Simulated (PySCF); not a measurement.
These compounds are isomers of formula C3H4F3NSi.

A. `InChI=1S/C3H4F3NSi/c4-8(5,6)3-1-2-7/h1-3,7H/b3-1+,7-2-`
B. SMILES C([C@H](C#N)[SiH3])(F)(F)F
C. SMILES C[C@@H](C#N)[Si](F)(F)F

Spectrum 1. 1H NMR (300 MHz, computed): δ 2.20 (m, 1H), 1.55 (d, 3H). 13C{1H} NMR (computed): δ 120.8 (C), 13.9 (CH3), 9.6 (CH).

Spectrum 2. 1H NMR (300 MHz, computed): δ 11.61 (br s, 1H), 8.22 (d, 1H), 6.47 (m, 1H), 5.89 (m, 1H). 13C{1H} NMR (computed): δ 173.1 (CH), 158.6 (CH), 127.8 (CH).

Spectrum 3. 1H NMR (300 MHz, computed): δ 4.27 (d, 3H), 2.77 (m, 1H). 13C{1H} NMR (computed): δ 134.7 (C), 118.1 (C), 21.7 (CH).

Theoretical values (PySCF): geometry from GFN2-xTB, PBE0/pcSseg-1 with gauge-including orbitals. One computed conformer, non-relativistic, gas phase, equivalent nuclei averaged.

δ = σ(ref) − σ, references computed at the same level: 1H (31.72 ppm) and 13C (186.93 ppm) vs TMS. Splittings of carbon signals by F and P are missing where no couplings were computed. Where no couplings were computed, multiplicities follow the n + 1 count of equivalent neighbours, and m marks all less simple cases (inequivalent or close neighbours, rings, F or P nearby). Shifts are as computed. Against solution values, carbons near 30 ppm lie about +3 ppm off and those near 130 ppm about +5 ppm. Of 1211 compounds with measured shifts, 218 miss one by over three times the rms of a fit or turn the order of signals round; such compounds aren't used in these exercises. OH and NH positions are gas-phase values without hydrogen bonding to other molecules.

**Question.** Match each spectrum to its structure.

**Answer.** 1–C, 2–A, 3–B.

- Spectrum 1 (C): 3 13C signals; δC 120.8 is a nitrile carbon; δC 13.9 is a methyl carbon.
- Spectrum 2 (A): 3 13C signals; δC 158.6 is an alkene CH; δC 127.8 is an alkene CH.
- Spectrum 3 (B): 3 13C signals; δC 134.7 is a CF3 carbon; δC 118.1 is a nitrile carbon.
